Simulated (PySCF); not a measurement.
**Where the electron goes**

Species: BF₂H₄NSi.
Geometry (PBE0-D3(BJ)/def2-SVP, Å), atoms numbered from 1 in this order:
```xyz
9
BF2H4NSi angstrom
N      1.3625   -0.3980    0.4784
Si     0.1270    0.3630   -0.4637
B     -1.6053   -0.5917   -0.0128
F     -1.6905   -1.4275    1.0093
F     -2.7141   -0.4031   -0.7017
H      1.1391   -0.7139    1.4149
H      2.3332   -0.1180    0.4065
H     -0.0943    1.8359   -0.2385
H      0.4467    0.2232   -1.9188
```

The calculation used PySCF 2.14.0, density-fitted response routines, TDDFT CAM-B3LYP/def2-SVPD, vertical, gas phase, core orbitals frozen in the response.

Kohn–Sham orbitals with the atoms that hold most of them (Löwdin shares over 4%, at most four atoms; ? is withheld):

```json
{"orbital": "HOMO-3", "ε (eV)": "-12.90", "atoms": "N1 35%, Si2 28%, H8 13%, H9 6%"}
{"orbital": "HOMO-2", "ε (eV)": "-11.50", "atoms": "Si2 36%, H9 22%, N1 16%, H8 15%"}
{"orbital": "HOMO-1", "ε (eV)": "-10.41", "atoms": "?"}
{"orbital": "HOMO", "ε (eV)": "?", "atoms": "N1 58%, Si2 16%, H8 10%, H7 5%"}
{"orbital": "LUMO", "ε (eV)": "0.18", "atoms": "?"}
{"orbital": "LUMO+1", "ε (eV)": "0.75", "atoms": "Si2 31%, B3 17%, N1 13%, H7 10%"}
{"orbital": "LUMO+2", "ε (eV)": "1.22", "atoms": "B3 48%, F5 12%, Si2 11%, H8 6%"}
```

(1) Which atoms hold the LUMO, and with what shares?

(2) Which atoms hold the HOMO-1, and with what shares?

(3) What is the HOMO energy, and the HOMO–LUMO gap?

Answers

(1) B3 (bonded to 2 F and Si) 39%; Si2 (bonded to B, N and 2 H) 24%; F4 (bonded to B) 14%; F5 (bonded to B) 13%. By element: boron 39%, fluorine 27%, silicon 24%.

(2) Si2 (bonded to B, N and 2 H) 32%; B3 (bonded to 2 F and Si) 25%; F4 (bonded to B) 11%; F5 (bonded to B) 10%. By element: silicon 32%, boron 25%, fluorine 21%.

(3) ε(HOMO) = -9.03 eV; the gap is 9.21 eV (0.3384 hartree).

Problem. The HOMO–LUMO gap is 9.21 eV. Where does the response calculation put the lowest singlet, and from which orbitals?

Solution. S1 is at 6.02 eV (f = 0.014), 3.19 eV below the gap, made of HOMO→LUMO (92%). 

Problem. Give energy, strength and leading configuration of S1, S2 and S3, and follow the Löwdin shares of the leading atoms from the occupied to the empty orbital.

Solution. 
- S1 (6.02 eV, f 0.014), HOMO→LUMO (92%): N1 58% → at most 11%, Si2 16% → 24%, B3 at most 6% → 39%
- S2 (6.27 eV, f 0.017), HOMO→LUMO+1 (86%): N1 58% → 13%, Si2 16% → 31%, B3 at most 6% → 17%
- S3 (6.82 eV, f 0.039), HOMO-1→LUMO (92%): Si2 32% → 24%, B3 25% → 39%

Löwdin shares depend on the basis, the more so with diffuse functions.

One conformer stands for the species.
